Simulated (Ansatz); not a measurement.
`C[O][Mo]([F])([F])(=[S])[Cl]`, charge 0, multiplicity 1.

Task: Give a relaxed structure at PBE0-D4/def2-TZVP (Ansatz). (Estimate.)

Result: Computed: 
Z-matrix (Å, degrees):
```
Mo
Cl 1 2.300
O 1 1.822 2 86.3
F 1 1.845 2 83.8 3 -153.7
F 1 1.855 2 144.3 3 -83.3
S 1 2.073 2 106.8 3 103.3
C 3 1.397 1 140.5 2 -55.1
H 7 1.094 3 110.3 1 -65.4
H 7 1.096 3 108.6 1 54.7
H 7 1.091 3 108.6 1 174.2
```
This is one stationary point; other conformers may exist.
